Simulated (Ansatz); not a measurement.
Reactions of GaGeH$_{10}$NSi$_{2}$ (`[GaH2][NH][SiH2][SiH2][GeH3]`).

Program: Ansatz. Geometries: PBE0-D4/def2-TZVP. ΔE: electronic, gas phase. CCSD(T)/CBS is the MP2 limit (def2-TZVPP, def2-QZVPP) plus CCSD(T) − MP2 in def2-TZVPP, frozen cores. This one scheme is used for every species. DFT in def2-TZVPP. B3LYP here is the variant with VWN-RPA as its local correlation; programs differ in this. For Ga, Ge outer-core shells are correlated without core-valence functions, which leaves a few kJ/mol of doubt a bond. Scalar relativity is left out up to krypton. One conformer a species, not always the lowest.

```csv
reaction,ωB97X-V (kJ/mol),B3LYP-D4 (kJ/mol),PBE-D4 (kJ/mol)
`[GaH2][NH][SiH2][SiH2][GeH3]` + `[SiH3][SiH3]` → `[SiH3][SiH2][SiH2][SiH2][GeH3]` + `[NH2][GaH2]`,34,36,20
`[GaH2][NH][SiH2][SiH2][GeH3]` + `CC[SiH3]` → `[SiH3][SiH2][SiH2][GeH3]` + `CC[NH][GaH2]`,99,101,86
`[GaH2][NH][SiH2][SiH2][GeH3]` + `CC[SiH2][SiH3]` → `[SiH3][SiH2][SiH2][SiH2][GeH3]` + `CC[NH][GaH2]`,90,92,77
`[GaH2][NH][SiH2][SiH2][GeH3]` + CH₄ → `[SiH3][SiH2][GeH3]` + `C[NH][GaH2]`,135,141,134
`[GaH2][NH][SiH2][SiH2][GeH3]` + `CCCl` → `Cl[SiH2][SiH2][GeH3]` + `CC[NH][GaH2]`,-27,-24,-25
```

Problem. Give the CCSD(T)/CBS values in the same order. (Best estimate.)

Solution. The calculation gave: 37, 106, 96, 144, -23 kJ/mol.

Largest T1 diagnostic: 0.015, for `C[NH][GaH2]`.
